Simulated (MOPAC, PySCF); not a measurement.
C$_{3}$H$_{4}$O, SMILES `CC1OC=1`, neutral singlet in the gas phase. 

Cartesian coordinates (Å):
SMILES: CC1=CO1
```xyz
8

C     -1.1217     0.0100    -0.0252
C      0.3352     0.0235     0.0127
C      1.5501    -0.3150    -0.0318
O      1.2690     1.1211     0.2744
H     -1.4723     0.7109    -0.7847
H     -1.5137     0.3353     0.9400
H     -1.4907    -0.9879    -0.2513
H      2.4568    -0.8723    -0.1317
```
Charge 0, spin multiplicity 1.

All levels are single points at this geometry (M06-2X/def2-TZVP); Pople sets use spherical d functions. Orbital energies aren't observables, and empty levels follow the basis.

B3LYP/6-311+G** in PySCF gives HOMO (eV) = -5.31.

Question: Estimate the HOMO (eV) from each of these levels: B3LYP-D3(BJ)/def2-TZVP in PySCF; M06-2X/def2-TZVP in PySCF; PBE-D3(BJ)/def2-TZVP in PySCF; HF/6-31G* in PySCF; PM6 in MOPAC.

Answer: 
| level | HOMO (eV) |
|---|---|
| B3LYP-D3(BJ)/def2-TZVP in PySCF | -5.22 |
| M06-2X/def2-TZVP in PySCF | -6.98 |
| PBE-D3(BJ)/def2-TZVP in PySCF | -3.96 |
| HF/6-31G* in PySCF | -8.53 |
| PM6 in MOPAC | -8.82 |
